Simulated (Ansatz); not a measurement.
Reaction (cleavage of the Si–Si bond): `CS[SiH2][SiH2]S` + H₂Se → `CS[SiH2][SeH]` + `[SiH3]S`

Computed with Ansatz on PBE0-D4/def2-TZVP structures; ΔE is electronic, products minus reactants. CCSD(T)/CBS is the MP2 limit (def2-TZVPP, def2-QZVPP) plus CCSD(T) − MP2 in def2-TZVPP, frozen cores. Functionals use def2-TZVPP. B3LYP here is the variant with VWN-RPA as its local correlation; programs differ in this. For Se outer-core shells are correlated without core-valence functions, which leaves a few kJ/mol of doubt a bond. Scalar relativity is left out up to krypton. Each species was taken in one conformer, which may not be the lowest.

`CS[SiH2][SiH2]S`:

```xyz
13

C     1.571    1.191    0.547
S     1.409    0.522   -1.134
Si    0.329   -1.271   -0.701
Si   -1.695   -0.678    0.328
S    -2.340    1.125   -0.626
H     0.596    1.433    0.971
H     2.099    0.493    1.196
H     2.155    2.107    0.464
H     1.135   -2.176    0.166
H     0.097   -1.914   -2.019
H    -1.503   -0.482    1.793
H    -2.741   -1.719    0.154
H    -1.112    1.367   -1.139
```

H₂Se:

Cartesian coordinates in Å:
```
Se 0.226 0.627 0.157
H -1.096 -0.008 0.116
H 0.870 -0.619 -0.273
```

`CS[SiH2][SeH]`:

```xyz
10

C     0.005    1.611   -0.647
S    -1.466    0.738   -0.041
Si   -0.563   -0.999    0.765
Se    0.601   -2.170   -0.821
H    -0.351    2.477   -1.204
H     0.626    1.950    0.182
H     0.583    0.968   -1.311
H     0.412   -0.687    1.841
H    -1.695   -1.800    1.286
H     1.848   -2.089   -0.051
```

`[SiH3]S`:

```xyz
6

Si   -0.138   -0.056    0.506
S     0.070   -0.611   -1.547
H     1.181    0.187    1.143
H    -0.803   -1.215    1.148
H    -0.976    1.160    0.662
H     0.666    0.536   -1.913
```

```tsv
level	ΔE (kJ/mol)	difference from CCSD(T)/CBS
PBE-D4	-44.6	15.1
r2SCAN-D4	-54.6	5.1
PBE0-D4	-49.8	9.9
ωB97X-V	-57.0	2.7
ωB97M-V	-60.8	-1.1
PBE	-50.7	9.0
PBE0	-55.5	4.2
B3LYP	-63.7	-4.0
HF/def2-TZVPP	-80.2	-20.5
SCS-MP2/def2-TZVPP	-67.0	-7.3
CCSD/def2-TZVPP	-60.8	-1.1
MP2/def2-QZVPP	-66.3	-6.6
SCS-MP2/def2-QZVPP	-68.3	-8.6
HF/CBS(def2)	-80.8	-21.1
MP2/CBS(def2)	-67.0	-7.3
CCSD/CBS(def2)	-63.0	-3.3
CCSD(T)/CBS	-59.7	0
```

Largest T1 diagnostic among the species: 0.012.

From PBE to PBE0 (25 % exact exchange), in def2-TZVPP and without D4, ΔE moves by −4.8 kJ/mol. In def2-TZVPP, CCSD(T) changes the Hartree–Fock value by +22.7 kJ/mol (the triples alone add +3.3 kJ/mol) and MP2 by +15.4 kJ/mol. The D4 term adds +9.4 kJ/mol with B3LYP and +5.7 kJ/mol with PBE0; it sums over pairs of atoms, weighted by their polarisabilities, and B3LYP, whose exchange is more repulsive, gets the larger term.
